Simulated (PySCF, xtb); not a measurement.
OPb, SMILES [O]=[Pb] (connectivity only; charge and spin as stated), neutral, multiplicity 1.

Harmonic wavenumbers (cm⁻¹) from GFN2-xTB run with xtb at its own minimum, in rising order: 586.

Question: What does PBE-D3(BJ)/def2-TZVP (PySCF) give at its own minimum? (Estimate from the structure and the level; the computed values follow.)

Answer: 725. Paired by order, the mean absolute difference is 138 cm⁻¹ and the zero-point energies are 0.8 and 1.0 kcal/mol.
